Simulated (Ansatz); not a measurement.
All numbers were calculated with Ansatz.

A structure relaxed at PBE0-D4/def2-TZVP, charge 0, multiplicity 1:

Cartesian coordinates in Å:
```
C 0.811 -2.133 0.337
C 0.256 -0.821 0.106
N -0.184 0.220 -0.077
Au -0.917 1.999 -0.383
O -1.723 3.730 -0.721
H 0.824 -2.701 -0.595
H 1.832 -2.042 0.711
H 0.209 -2.669 1.072
H -1.108 4.417 -0.450
```

(1) Give its formula and SMILES.

(2) Point group (tolerance 0.08 Å, 0.16 Å for H)?

(3) Summarise the bond lengths by kind.

Answers

(1) C2H4AuNO, `CC#[N+][Au-][OH]`.

(2) Cs.

(3) 1 × C–C 1.443 Å; 3 × C–H 1.091 Å; 1 × C–N 1.146 Å; 1 × Au–N 1.948 Å; 1 × Au–O 1.939 Å; 1 × H–O 0.961 Å.
